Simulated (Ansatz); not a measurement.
Relaxation of F$_{2}$GeH$_{5}$N (9 atoms, charge 0, multiplicity 1), to a largest force component of 0.03 eV/Å in at most 50 steps.

Method: Ansatz 0.2.0, RKS BLYP/def2-mTZVP.

```xyz
9
Properties=species:S:1:pos:R:3
Ge -0.580 0.126 -0.453
H -0.048 0.002 2.260
F 0.992 -0.184 0.314
H -0.413 1.442 -1.229
F -0.746 -1.259 -1.529
N -2.162 0.028 0.558
H -2.327 -0.910 0.934
H -2.226 0.704 1.317
H -0.750 -0.054 2.348
```

Q: Where does it end, and by what steps?

A: The forces met the threshold. The force dipped under the threshold on the way, but the program's further checks kept it going. After 23 steps the energy has fallen by 0.482 eV; H9 moved furthest, 2.10 Å.

```csv
step,energy less start (eV),largest force component (eV/Å),accepted
0,0.0000,1.440,yes
1,-0.2383,0.341,yes
2,-0.3372,0.391,yes
3,-0.4014,0.149,yes
4,-0.4349,0.170,yes
5,-0.4550,0.122,yes
6,-0.4663,0.176,yes
7,-0.4734,0.077,yes
8,-0.4627,0.834,no
9,-0.4752,0.060,yes
10,-0.4767,0.106,yes
11,-0.4776,0.097,yes
12,-0.4784,0.061,yes
13,-0.4793,0.032,yes
14,-0.4796,0.031,yes
15,-0.4800,0.047,yes
16,-0.4802,0.044,yes
17,-0.4806,0.086,yes
18,-0.4811,0.052,yes
19,-0.4813,0.031,yes
20,-0.4815,0.019,yes
21,-0.4816,0.016,yes
22,-0.4816,0.042,yes
23,-0.4817,0.020,yes
```

```xyz
9
Properties=species:S:1:pos:R:3
Ge -0.761 0.130 -0.755
H 0.523 -0.123 3.332
F 0.479 -0.048 0.505
H -0.410 1.392 -1.558
F -0.576 -1.315 -1.746
N -2.486 0.064 -0.127
H -2.769 -0.864 0.199
H -2.712 0.753 0.596
H 0.452 -0.096 4.075
```

Run time: 13 s on 4 threads of Intel(R) Xeon(R) 6975P-C (Granite Rapids), on a shared host, peak memory 0.16 GiB.
